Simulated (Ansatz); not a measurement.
Input for Ansatz (a program for electronic structure): U-wB97X-V/cc-pV(T+d)Z on C3H10O3Si (SMILES CC(C)[Si](O)(O)O), a point of a bond scan (R = 3.268 Å). Files ending in .json are basis or fitting sets from the Basis Set Exchange.

Ansatz 0.2 input:
```yaml
crystal:
  periodic: [false, false, false]
  atoms:
    - {symbol: C, position_ang: [-2.45980054, 2.13904739, -1.20356110]}
    - {symbol: C, position_ang: [-2.46549836, 0.74114543, -0.56819695]}
    - {symbol: C, position_ang: [-3.11846386, -0.28578249, -1.50464079]}
    - {symbol: Si, position_ang: [0.52681883, -0.18801892, 0.36023218]}
    - {symbol: O, position_ang: [1.40812049, -0.25850565, -1.03393651]}
    - {symbol: O, position_ang: [1.20311931, 0.82449385, 1.46411534]}
    - {symbol: O, position_ang: [0.53735498, -1.62106473, 1.16478110]}
    - {symbol: H, position_ang: [-1.85175984, 2.15533246, -2.11043579]}
    - {symbol: H, position_ang: [-2.06603264, 2.89621409, -0.52124995]}
    - {symbol: H, position_ang: [-3.47278102, 2.44596031, -1.47764583]}
    - {symbol: H, position_ang: [-3.05680197, 0.78716739, 0.35399128]}
    - {symbol: H, position_ang: [-4.13090788, 0.02453527, -1.77689258]}
    - {symbol: H, position_ang: [-2.54562205, -0.39467385, -2.42788840]}
    - {symbol: H, position_ang: [-3.19609721, -1.27114258, -1.03900878]}
    - {symbol: H, position_ang: [2.33268046, -0.51107005, -0.96443310]}
    - {symbol: H, position_ang: [1.36027611, 1.73132240, 1.19311051]}
    - {symbol: H, position_ang: [0.26485923, -2.40189813, 0.67846066]}
basis:
  gaussian:
    orbitals: cc-pV_T+d_Z.json
hamiltonian:
  xc: {name: wB97X-V}
magnetization: {spin_polarized: true, initial_magnetization: 0}
```

The head of its log:

```
WARN ansatz: RAYON_NUM_THREADS=4 ignored (pool sized by the plan → 4); use --threads N
Functional definition: wB97X-V
integrals: 0.54 GiB planned
1910 factors; their error is unknown
integrals: 0.57 GiB planned
460 factors; integrals over basis functions are off by at most 8.6e-6 eV
mean field: 5.69 GiB planned
mean field evaluation 1: about -17280.4008 eV, gradient 5.9e1 eV
mean field evaluation 2: about -17280.6009 eV, gradient 6.0e1 eV
```

**Question.** What total energy does the run end on?

**Answer.** -635.5317 hartree. Its determinant has ⟨S²⟩ = 0.56, a mixture of spin states.
